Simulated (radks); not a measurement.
Zn3+, configuration [Ar] 3d9 (the NIST ground configuration).

All-electron calculation, scalar-relativistic Kohn-Sham, TASK exchange with Perdew-Wang LDA correlation, spin-polarised, spherical densities, finite nucleus; open shells are filled with parallel spins first; meta-GGA in the generalised Kohn-Sham scheme; Fermi nuclear charge, rms radius 3.9283 fm. Program: a radial shooting solver on a logarithmic mesh with Libxc functionals.

Energy parts (eV):
| part | energy |
|---|---|
| total | -48795.742 |
| kinetic | 49558.977 |
| electron-nucleus | -116500.221 |
| Hartree | 20053.983 |
| exchange-correlation | -1908.481 |

Orbitals (lengths in bohr, moments of r in powers of bohr; <r^-3> diverges for s and p1/2; r(max) is where P^2 peaks):
| orbital | occ. | eigenvalue (eV) | <1/r> | <r> | r(max) | <r^-3> |
|---|---|---|---|---|---|---|
| 1s up | 1 | -9597.815 | 30.19 | 0.05038 | 0.03292 | - |
| 1s down | 1 | -9597.828 | 30.19 | 0.05038 | 0.03292 | - |
| 2s up | 1 | -1213.947 | 6.591 | 0.2265 | 0.1894 | - |
| 2s down | 1 | -1212.836 | 6.595 | 0.2263 | 0.1893 | - |
| 2p up | 3 | -1057.089 | 6.458 | 0.1985 | 0.1521 | 794.1 |
| 2p down | 3 | -1056.281 | 6.461 | 0.1984 | 0.1521 | 795.1 |
| 3s up | 1 | -176.8592 | 2.096 | 0.6801 | 0.5884 | - |
| 3s down | 1 | -175.2673 | 2.092 | 0.6812 | 0.5889 | - |
| 3p up | 3 | -129.3678 | 1.948 | 0.7077 | 0.5920 | 104.7 |
| 3p down | 3 | -127.7277 | 1.942 | 0.7092 | 0.5927 | 104.0 |
| 3d up | 5 | -51.7145 | 1.618 | 0.8031 | 0.5609 | 10.62 |
| 3d down | 4 | -49.9533 | 1.607 | 0.8107 | 0.5636 | 10.48 |

The highest occupied level is 3d down at -49.953 eV. For comparison, the ionisation energy in NIST's Atomic Spectra Database is 59.57 eV (measured). In exact Kohn-Sham theory the highest level is minus the ionisation energy, but local and semilocal functionals leave it too shallow, through self-interaction and a potential that decays too fast; potentials with the right tail come closer.

Run on one thread of a shared host, so times are rough (Arm Neoverse V2): 0.17 s of CPU time, 0.17 s wall, 18 iterations on 2189 mesh points.

Empty levels of this run are not shown, since the potential may be unsettled where no density lies.
